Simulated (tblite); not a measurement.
Species: C₉H₅F₃O₃S.
Geometry (GFN2-xTB, Å), atoms numbered from 1 in this order:
```
atom  x, y, z in Å
O1     2.719    0.302    2.061
S2     2.282    0.809    0.801
O3     2.572    2.160    0.441
C4     0.579    0.406    0.483
C5     0.024   -0.628    1.175
C6    -1.322   -1.041    0.929
O7    -1.812   -2.071    1.653
C8    -1.970   -0.332   -0.034
C9    -1.360    0.743   -0.744
C10   -0.091    1.150   -0.523
C11   -2.648    0.916   -1.509
C12   -3.223   -0.094   -0.838
C13    3.133   -0.268   -0.519
F14    4.450   -0.141   -0.503
F15    2.685    0.070   -1.731
F16    2.822   -1.550   -0.319
H17    0.599   -1.142    1.929
H18   -2.723   -2.262    1.397
H19    0.416    1.960   -1.017
H20   -2.952    1.592   -2.283
H21   -4.188   -0.563   -0.850
```

The geometry is computed with GFN2-xTB (gas phase).

Take the most abundant isotopes and a rigid rotor. The values belong to one conformer with, in the numbering `[O:1]=[S:2](=[O:3])([c:4]1[cH:5][c:6]([OH:7])[c:8]2[c:9]([cH:10]1)[CH:11]=[CH:12]2)[C:13]([F:14])([F:15])[F:16]`, O1–S2–C4–C5 -20°, C5–C6–O7–H 180°.

Question: What are A, B and C (cm⁻¹)?

Answer: Ia = 557.39, Ib = 1585.98, Ic = 1706.18 u·Å²; 505379 MHz·u·Å²/I gives 906.7, 318.7 and 296.2 MHz, that is A = 0.03024, B = 0.01063, C = 0.00988 cm⁻¹.

Question: What kind of rotor is it?

Answer: A near-prolate asymmetric top. Ray's parameter κ = (2B − A − C)/(A − C) = -0.926; −1 is the prolate and +1 the oblate limit.

Question: What does the inertial defect say?

Answer: Not planar: Δ = Ic − Ia − Ib = -437.18 u·Å². For a rigid frame Δ = −2 Σ m c², so Σ m c² = 218.59 u·Å² lies off the ab plane: 1.53 from hydrogen and 217.06 from heavier atoms. The atom farthest from that plane is 1.69 Å away.

Question: Give the other two planar moments, Paa and Pbb, and the rms extents of the mass along the axes.

Answer: Paa = Σ m a² = (Ib + Ic − Ia)/2 = 1367.39 and Pbb = Σ m b² = (Ia + Ic − Ib)/2 = 338.80 u·Å². With the mass M = 249.99 u, the rms extents √(P/M) along a, b and c are 2.34, 1.16, 0.94 Å.

Question: List the rotational levels J(Ka,Kc) to J = 2 (cm⁻¹).

Answer: Above 0(0,0):
J = 1: 1(0,1) 0.0205, 1(1,1) 0.0401, 1(1,0) 0.0409
J = 2: 2(0,2) 0.0615, 2(1,2) 0.0804, 2(1,1) 0.0826, 2(2,1) 0.1415, 2(2,0) 0.1415
The levels of one J sum to (2J + 1)J(J + 1)(A + B + C)/3.

Question: Estimate the classical rotational partition function at 25 K, 100 K and 500 K.

Answer: Point group C1, symmetry number σ = 1; q = (√π/σ)·√((kT/h)³/(ABC)), k/h = 20836.6 MHz/K: 72000 at 25 K, 576000 at 100 K, 6440000 at 500 K.

Its GFN2-xTB frequencies are all real (lowest 21 cm⁻¹). No vibrational averaging or centrifugal distortion is included, and the geometry carries the error of its method.
